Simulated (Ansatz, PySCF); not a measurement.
Reaction R1 + R2 + R3 + 2 R4 → 4 P1 + P2, each structure at its B3LYP-D3(BJ)/def2-TZVP stationary point, reached from a drawn start (curvature not checked).
P1: H2 (SMILES [H][H]), charge 0, multiplicity 1.
R1: H2O (SMILES O), charge 0, multiplicity 1.
R2: HCl (SMILES Cl), charge 0, multiplicity 1.
R3: HF (SMILES F), charge 0, multiplicity 1.
R4, SiH4 (SMILES [SiH4]) (charge 0, multiplicity 1):
```json
[
 {"atom": "Si", "x (Å)": "0.0000", "y (Å)": "0.0000", "z (Å)": "0.0000"},
 {"atom": "H", "x (Å)": "0.8547", "y (Å)": "0.8547", "z (Å)": "0.8547"},
 {"atom": "H", "x (Å)": "-0.8547", "y (Å)": "-0.8547", "z (Å)": "0.8547"},
 {"atom": "H", "x (Å)": "-0.8547", "y (Å)": "0.8547", "z (Å)": "-0.8547"},
 {"atom": "H", "x (Å)": "0.8547", "y (Å)": "-0.8547", "z (Å)": "-0.8547"}
]
```
P2: ClFH4OSi2 (SMILES F[SiH](Cl)O[SiH3]), charge 0, multiplicity 1.

P less R. No zero-point or thermal terms. One arrangement of each flexible species, with no search for the lowest.

Cores are frozen in the correlated methods.

Codes used: Ansatz (an electronic-structure program); PySCF for the D3/D4 terms. No computed number here is a measurement.

Q: Give the reaction energy at the level r2SCAN-D4/def2-TZVPP.

A: -389 kJ/mol

Q: Estimate the reaction energy that CAM-B3LYP-D3(BJ)/def2-TZVPP returns for this input.

A: -372 kJ/mol

Q: Give the reaction energy at the level CCSD(T)/cc-pV(T+d)Z.

A: -370 kJ/mol
